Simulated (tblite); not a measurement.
C6H12F2Ge.
Atom-mapped SMILES: `[CH3:1][C@@:2]1([F:3])[CH2:4][CH2:5][CH2:6][C@H:7]([F:8])[GeH2:9]1` (hydrogens: H10, H11, H12 on C1; H13, H14 on C4; H15, H16 on C5; H17, H18 on C6; H19 on C7; H20, H21 on Ge9)

Computed with GFN2-xTB (tblite), gas phase: L-BFGS steps from a force-field or distance-geometry start until the largest atomic force falls under 0.01 eV/Å.

Step 3: E = -826.0543 eV
```
atom  x, y, z in Å  |  force x, y, z in eV/Å
C1     -2.5431    0.2939   -0.3534    0.116  -0.143  -0.016
C2     -1.1800   -0.1435    0.1542    0.043   0.119   0.049
F3     -1.3650   -0.9804    1.2669   -0.038   0.087  -0.133
C4     -0.3692   -0.9089   -0.8902   -0.024   0.113  -0.001
C5      1.0248   -1.3402   -0.4157   -0.017   0.103  -0.021
C6      2.0104   -0.1784   -0.2316   -0.067   0.012   0.012
C7      1.6766    0.7240    0.9468   -0.117   0.087  -0.015
F8      1.7682    0.0090    2.1341    0.061   0.080  -0.064
Ge9    -0.1651    1.4416    0.8055    0.079  -0.156  -0.082
H10    -3.1221   -0.5635   -0.6667   -0.213  -0.174  -0.114
H11    -2.4011    0.9701   -1.1914   -0.050  -0.002  -0.060
H12    -3.0806    0.8206    0.4316   -0.025  -0.029   0.042
H13    -0.2723   -0.2658   -1.7735    0.010  -0.018   0.078
H14    -0.9334   -1.7947   -1.1897   -0.011  -0.072   0.021
H15     1.4399   -2.0090   -1.1734    0.002  -0.026   0.013
H16     0.9415   -1.9092    0.5129   -0.033   0.120   0.021
H17     3.0153   -0.5742   -0.0831    0.066  -0.123  -0.014
H18     2.0238    0.4355   -1.1381   -0.021   0.024   0.040
H19     2.3797    1.5569    1.0293    0.325  -0.147   0.033
H20    -0.6752    1.9448    2.1151   -0.045   0.105   0.025
H21    -0.1822    2.4882   -0.2901   -0.044   0.041   0.185
```

Step 4: E = -826.0669 eV
```
atom  x, y, z in Å  |  force x, y, z in eV/Å
C1     -2.5423    0.2869   -0.3550   -0.065  -0.052  -0.048
C2     -1.1803   -0.1388    0.1511    0.076   0.005   0.061
F3     -1.3667   -0.9759    1.2593   -0.032   0.018   0.004
C4     -0.3691   -0.9073   -0.8884   -0.065   0.023  -0.009
C5      1.0244   -1.3346   -0.4176   -0.048  -0.030   0.012
C6      2.0090   -0.1797   -0.2305    0.050   0.059   0.004
C7      1.6748    0.7273    0.9430    0.060   0.087   0.059
F8      1.7718    0.0141    2.1295    0.009   0.015   0.019
Ge9    -0.1659    1.4433    0.8063    0.100  -0.193  -0.054
H10    -3.1299   -0.5682   -0.6712   -0.100  -0.103  -0.060
H11    -2.4035    0.9667   -1.1893   -0.053   0.015  -0.117
H12    -3.0790    0.8175    0.4301   -0.024  -0.066   0.026
H13    -0.2722   -0.2678   -1.7669    0.015   0.084  -0.096
H14    -0.9332   -1.7959   -1.1884    0.019  -0.014   0.053
H15     1.4390   -2.0091   -1.1702    0.004  -0.014  -0.016
H16     0.9401   -1.9007    0.5095   -0.038   0.056   0.114
H17     3.0162   -0.5791   -0.0844   -0.021  -0.073  -0.002
H18     2.0222    0.4349   -1.1326    0.004   0.078  -0.070
H19     2.3954    1.5478    1.0323    0.207  -0.127  -0.033
H20    -0.6756    1.9482    2.1117   -0.054   0.104   0.069
H21    -0.1841    2.4872   -0.2787   -0.043   0.128   0.085
```

Step 5: E = -826.0728 eV
```
atom  x, y, z in Å  |  force x, y, z in eV/Å
C1     -2.5431    0.2828   -0.3567   -0.119  -0.003  -0.061
C2     -1.1795   -0.1365    0.1504    0.011  -0.059   0.014
F3     -1.3681   -0.9735    1.2558   -0.024  -0.023   0.075
C4     -0.3700   -0.9061   -0.8878   -0.038  -0.011  -0.034
C5      1.0235   -1.3323   -0.4183   -0.036  -0.055   0.032
C6      2.0091   -0.1793   -0.2300    0.066   0.053  -0.018
C7      1.6752    0.7302    0.9421    0.159   0.034   0.065
F8      1.7737    0.0169    2.1277   -0.013  -0.016   0.061
Ge9    -0.1646    1.4411    0.8060    0.075  -0.109   0.008
H10    -3.1353   -0.5721   -0.6743   -0.019  -0.042  -0.022
H11    -2.4056    0.9651   -1.1901   -0.061  -0.004  -0.110
H12    -3.0786    0.8147    0.4297   -0.022  -0.087   0.003
H13    -0.2720   -0.2675   -1.7653    0.008   0.099  -0.136
H14    -0.9329   -1.7967   -1.1869    0.021   0.013   0.057
H15     1.4385   -2.0093   -1.1690   -0.003  -0.002  -0.012
H16     0.9387   -1.8955    0.5098   -0.039   0.031   0.132
H17     3.0162   -0.5827   -0.0851   -0.058  -0.040   0.000
H18     2.0215    0.4359   -1.1310    0.019   0.083  -0.092
H19     2.4065    1.5413    1.0332    0.153  -0.087  -0.054
H20    -0.6766    1.9515    2.1111   -0.039   0.077   0.044
H21    -0.1857    2.4889   -0.2718   -0.040   0.146   0.048
```

Q: Estimate the geometry and energy of step 6. (The exact step hangs on the optimiser's Hessian estimate; all steps are aligned on step 5, rigid shifts and turns removed.)

A: E = -826.0802 eV, largest force 0.236 eV/Å
```
atom  x, y, z in Å  |  force x, y, z in eV/Å
C1     -2.5459    0.2775   -0.3602   -0.119   0.040  -0.058
C2     -1.1791   -0.1349    0.1495   -0.090  -0.108  -0.052
F3     -1.3703   -0.9710    1.2529   -0.014  -0.061   0.125
C4     -0.3714   -0.9044   -0.8881    0.015  -0.026  -0.063
C5      1.0219   -1.3302   -0.4184   -0.004  -0.040   0.051
C6      2.0099   -0.1778   -0.2299    0.045   0.017  -0.051
C7      1.6790    0.7341    0.9420    0.225  -0.053   0.047
F8      1.7759    0.0201    2.1267   -0.024  -0.051   0.098
Ge9    -0.1617    1.4367    0.8062    0.032   0.041   0.079
H10    -3.1425   -0.5780   -0.6787    0.073   0.028   0.018
H11    -2.4096    0.9627   -1.1933   -0.073  -0.035  -0.080
H12    -3.0786    0.8094    0.4293   -0.032  -0.098  -0.026
H13    -0.2716   -0.2652   -1.7657   -0.010   0.075  -0.128
H14    -0.9321   -1.7976   -1.1838    0.013   0.032   0.040
H15     1.4378   -2.0096   -1.1675   -0.017   0.012   0.012
H16     0.9361   -1.8883    0.5129   -0.036   0.013   0.118
H17     3.0153   -0.5882   -0.0859   -0.077  -0.001  -0.006
H18     2.0211    0.4388   -1.1308    0.037   0.064  -0.080
H19     2.4243    1.5315    1.0332    0.098  -0.016  -0.063
H20    -0.6787    1.9572    2.1108   -0.009   0.030  -0.003
H21    -0.1887    2.4941   -0.2616   -0.033   0.138   0.024
```

The energy changes by -0.0075 eV. The first-order estimate −F·Δx gives -0.0103 eV and the mean of the old and new forces, exact on a quadratic surface, -0.0074 eV. The step makes an angle of 52° with the force vector and moves no atom by more than 0.020 Å.

What follows is the cost of the whole relaxation. Time: 0.72 s of wall time. Hardware: an Arm Neoverse V1 with one thread, no GPU, shared host with 32 logical CPUs at a one-minute load of 26.
